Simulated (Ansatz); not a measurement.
Molecular dynamics of Cl3H3NOTa

Input:

```yaml
crystal:
  periodic: [false, false, false]
  atoms:
    - { symbol: Ta, position_ang: [0.243111, -0.099554, 0.16979] }
    - { symbol: O, position_ang: [2.161386, -0.246495, 0.123049] }
    - { symbol: H, position_ang: [2.907283, -0.185614, 0.713697] }
    - { symbol: "N", position_ang: [-0.475519, -0.131308, 1.954001] }
    - { symbol: H, position_ang: [-0.748363, -0.921663, 2.545538] }
    - { symbol: H, position_ang: [-0.804575, 0.69305, 2.465053] }
    - { symbol: Cl, position_ang: [-0.992113, 0.085775, -1.726084] }
    - { symbol: Cl, position_ang: [0.186901, 2.199617, 0.346745] }
    - { symbol: Cl, position_ang: [-0.236861, -2.462889, 0.37452] }
basis:
  gaussian: { orbitals: def2-SVP }
hamiltonian:
  xc: { name: BHLYP }
  dispersion: d4
md:
  timestep: 1.0
  n_steps: 150
  ensemble: nvt_langevin
  temperature: 300.0
  initial_velocities: maxwell_boltzmann
  seed: 976592
  friction: 0.005
  temperature_schedule:
    - { n_steps: 37, end_temperature: 300.0 }
    - { n_steps: 113, end_temperature: 75.0 }
```

Run as:

```bash
$ ansatz run input.yaml --threads 2 --pin off --max-ram 3072MiB --backend cpu --events-out ev --progress --plain --runs-dir out
```

It goes on from the last frame of an earlier run, with new velocities.

Output, in part (step lines, the closing report, with atoms numbered from 0):

```
md step     0: t =     0.00 fs  T =   266.7 K (target 300.0 K)  F+E_penalty+E_count = -42693.34348842 eV  E_kin = 0.310224 eV  (33 SCF iters)
[... lines left out ...]
Total energy: -42693.43452254 eV, -1568.9547800542 hartree
Atom 0 at     0.193814    -0.150893     0.238935 Å, force     0.827389     0.591733     0.560435 eV/Å
Atom 1 at     2.026253    -0.355747     0.477860 Å, force     0.100237    -0.108265    -0.201634 eV/Å
Atom 2 at     2.816600     0.111146     0.709405 Å, force     0.297827     0.191817     0.164830 eV/Å
Atom 3 at    -0.960719    -0.000258     1.793086 Å, force    -0.277470     1.187893    -0.416747 eV/Å
Atom 4 at    -1.409284    -0.733648     2.266314 Å, force    -0.457700    -1.338811     0.604522 eV/Å
Atom 5 at    -1.418580     0.862935     2.054119 Å, force     0.371771     0.174436     0.023746 eV/Å
Atom 6 at    -0.689445     0.072335    -1.846291 Å, force    -0.301314     0.091319    -0.599712 eV/Å
Atom 7 at     0.559396     2.237088     0.496510 Å, force    -0.290454    -0.623658    -0.154868 eV/Å
Atom 8 at    -0.012960    -2.465132     0.340989 Å, force    -0.270286    -0.166465     0.019427 eV/Å
Dipole moment:    -0.008943    -0.006583     0.424729 e Å
```

The steps, from the saved trajectory:

```json
{"time (fs)": "0", "T (K)": "267", "potential energy less start (eV)": "0.000"}
{"time (fs)": "5", "T (K)": "339", "potential energy less start (eV)": "-0.092"}
{"time (fs)": "10", "T (K)": "329", "potential energy less start (eV)": "-0.060"}
{"time (fs)": "15", "T (K)": "365", "potential energy less start (eV)": "-0.134"}
{"time (fs)": "20", "T (K)": "284", "potential energy less start (eV)": "-0.051"}
{"time (fs)": "25", "T (K)": "346", "potential energy less start (eV)": "-0.112"}
{"time (fs)": "30", "T (K)": "279", "potential energy less start (eV)": "-0.038"}
{"time (fs)": "35", "T (K)": "266", "potential energy less start (eV)": "-0.050"}
{"time (fs)": "40", "T (K)": "226", "potential energy less start (eV)": "0.022"}
{"time (fs)": "45", "T (K)": "237", "potential energy less start (eV)": "0.000"}
{"time (fs)": "50", "T (K)": "262", "potential energy less start (eV)": "-0.023"}
{"time (fs)": "55", "T (K)": "219", "potential energy less start (eV)": "0.003"}
{"time (fs)": "60", "T (K)": "240", "potential energy less start (eV)": "-0.015"}
{"time (fs)": "65", "T (K)": "225", "potential energy less start (eV)": "-0.003"}
{"time (fs)": "70", "T (K)": "269", "potential energy less start (eV)": "-0.040"}
{"time (fs)": "75", "T (K)": "272", "potential energy less start (eV)": "-0.054"}
{"time (fs)": "80", "T (K)": "296", "potential energy less start (eV)": "-0.080"}
{"time (fs)": "85", "T (K)": "236", "potential energy less start (eV)": "-0.025"}
{"time (fs)": "90", "T (K)": "256", "potential energy less start (eV)": "-0.036"}
{"time (fs)": "95", "T (K)": "237", "potential energy less start (eV)": "-0.015"}
{"time (fs)": "100", "T (K)": "271", "potential energy less start (eV)": "-0.061"}
{"time (fs)": "105", "T (K)": "244", "potential energy less start (eV)": "-0.049"}
{"time (fs)": "110", "T (K)": "197", "potential energy less start (eV)": "-0.025"}
{"time (fs)": "115", "T (K)": "197", "potential energy less start (eV)": "-0.012"}
{"time (fs)": "120", "T (K)": "171", "potential energy less start (eV)": "0.005"}
{"time (fs)": "125", "T (K)": "192", "potential energy less start (eV)": "-0.030"}
{"time (fs)": "130", "T (K)": "197", "potential energy less start (eV)": "-0.051"}
{"time (fs)": "135", "T (K)": "225", "potential energy less start (eV)": "-0.086"}
{"time (fs)": "140", "T (K)": "240", "potential energy less start (eV)": "-0.106"}
{"time (fs)": "145", "T (K)": "231", "potential energy less start (eV)": "-0.101"}
{"time (fs)": "150", "T (K)": "219", "potential energy less start (eV)": "-0.091"}
```

The run went to its last step. The schedule's set-point averaged 150 K over the second half and the system 230 K, so it lags behind the ramp. A run of 0.15 ps of so small a system gives no equilibrium averages.

The same pairs are bonded in the first frame and the last. Pairs count as bonded within 1.25 times the sum of covalent radii (0.12 Å more for H–H).

Last frame:

```xyz
9
Properties=species:S:1:pos:R:3
Ta 0.194 -0.151 0.239
O 2.026 -0.356 0.478
H 2.817 0.111 0.709
N -0.961 0.000 1.793
H -1.409 -0.734 2.266
H -1.419 0.863 2.054
Cl -0.689 0.072 -1.846
Cl 0.559 2.237 0.496
Cl -0.013 -2.465 0.341
```

Run time: 13 min on 2 threads of Arm Neoverse V2, on a shared host, peak memory 0.36 GiB.
